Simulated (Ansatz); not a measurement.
GeH3(OiPr) (C₃H₁₀GeO). The state is a singlet with charge 0. Geometry PBE0-D4/def2-SVP; atoms count from 1.

```xyz
15

C     0.094    0.486    0.227
C     1.011    1.666   -0.035
C     0.683   -0.488    1.236
Ge   -1.486   -1.290   -1.244
O    -0.144   -0.140   -1.017
H    -1.700   -1.346   -2.762
H    -1.116   -2.683   -0.692
H    -2.726   -0.741   -0.505
H    -0.864    0.874    0.637
H     1.971    1.312   -0.442
H     1.207    2.231    0.889
H     0.557    2.342   -0.774
H    -0.003   -1.327    1.435
H     1.627   -0.906    0.851
H     0.888    0.010    2.196
```

Another isomer (singlet) lies 1.36 eV lower at PBE0-D4/def2-TZVP; other spin states weren't run for this one.

Q: Estimate the Mulliken populations from the PBE0/def2-TZVP orbitals of Ansatz.

A: 
```json
{"atom": "C1", "charge (e)": "0.09"}
{"atom": "C2", "charge (e)": "-0.33"}
{"atom": "C3", "charge (e)": "-0.36"}
{"atom": "Ge4", "charge (e)": "0.24"}
{"atom": "O5", "charge (e)": "-0.40"}
{"atom": "H6", "charge (e)": "0.01"}
{"atom": "H7", "charge (e)": "-0.01"}
{"atom": "H8", "charge (e)": "-0.01"}
{"atom": "H9", "charge (e)": "0.06"}
{"atom": "H10", "charge (e)": "0.12"}
{"atom": "H11", "charge (e)": "0.11"}
{"atom": "H12", "charge (e)": "0.12"}
{"atom": "H13", "charge (e)": "0.12"}
{"atom": "H14", "charge (e)": "0.12"}
{"atom": "H15", "charge (e)": "0.12"}
```
Mulliken values depend strongly on the basis.

Q: And the Mayer bond orders between heavy atoms (over 0.3)?

A: C1–C2 1.00 (1.52 Å); C1–C3 0.99 (1.52 Å); C1–O5 1.00 (1.41 Å); Ge4–O5 1.00 (1.78 Å).
